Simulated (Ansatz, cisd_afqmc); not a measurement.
System: Ge, charge 0, triplet.

Total energies in cc-pVQZ-DK, 4 correlated electrons, 14 frozen orbitals. Open shells are spin-unrestricted; no spin-orbit coupling. The -DK rows use spin-free X2C. AFQMC is phaseless with a CISD trial state; ± is one standard error, without the phaseless bias. Outlying blocks are dropped, and bars are widened where a walk drifts. Over all cases where full CI ran beside it in this data, AFQMC minus full CI had a median of +0.1 mEh and passed +0.4 mEh in a tenth of the cases.

```
method         program          energy (Eh)  minus CCSDTQ (mEh)
----------  ----------  -------------------  ------------------
HF              Ansatz          -2097.07019               69.06
MP2             Ansatz          -2097.12341               15.84
CCSD            Ansatz          -2097.13669                2.56
CCSD(T)         Ansatz          -2097.13873                0.52
CCSDT(Q)        Ansatz          -2097.13924                0.01
CCSDTQ          Ansatz          -2097.13925                0.00
AFQMC/CISD  cisd_afqmc  -2097.1390 ± 0.0001           0.2 ± 0.1
```

Ansatz is an electronic-structure program.
